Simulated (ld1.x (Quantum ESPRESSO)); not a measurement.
# Reading a pseudo-wave (nickel)

Columns: radius, all-electron u(r) and pseudo u(r) of the 4p shell (level -1.38 eV) of nickel in the configuration [Ar] 3d8 4s2 4p0; LDA (PZ), non-relativistic, TM semilocal scheme, ld1.x (Quantum ESPRESSO) 7.5.

| r (bohr) | all-electron | pseudo |
| --- | --- | --- |
| 0.110 | 0.0997 | 0.0015 |
| 0.220 | 0.0488 | 0.0060 |
| 0.330 | -0.0643 | 0.0134 |
| 0.440 | -0.1448 | 0.0239 |
| 0.550 | -0.1736 | 0.0372 |
| 0.660 | -0.1609 | 0.0534 |
| 0.770 | -0.1220 | 0.0724 |
| 0.880 | -0.0690 | 0.0941 |
| 0.990 | -0.0103 | 0.1184 |
| 1.100 | 0.0493 | 0.1451 |
| 1.210 | 0.1068 | 0.1740 |
| 1.320 | 0.1605 | 0.2046 |
| 1.430 | 0.2098 | 0.2364 |
| 1.540 | 0.2544 | 0.2689 |
| 1.650 | 0.2942 | 0.3011 |
| 1.760 | 0.3296 | 0.3322 |
| 1.870 | 0.3606 | 0.3614 |
| 1.980 | 0.3877 | 0.3878 |
| 2.090 | 0.4110 | 0.4111 |
| 2.200 | 0.4310 | 0.4310 |
| 2.310 | 0.4479 | 0.4479 |
| 2.420 | 0.4620 | 0.4620 |
| 2.530 | 0.4735 | 0.4735 |
| 2.640 | 0.4826 | 0.4826 |
| 2.750 | 0.4895 | 0.4895 |
| 2.860 | 0.4946 | 0.4946 |

How many radial nodes do the two functions have?

The all-electron 4p function has n − l − 1 = 2; the pseudo-wave has 0, since the states of the same l below it are removed with the core.

At about which radius was the pseudo-wave matched?

2.20 bohr. The columns agree to 0.0005 from 1.98 bohr on; several derivatives are matched, so the curves merge somewhat inside the radius.

Is the pseudo-wave norm-conserving?

Yes: the TM semilocal scheme keeps the norm inside the radius equal to the all-electron one, which fixes the energy derivative of the logarithmic derivative at the level.
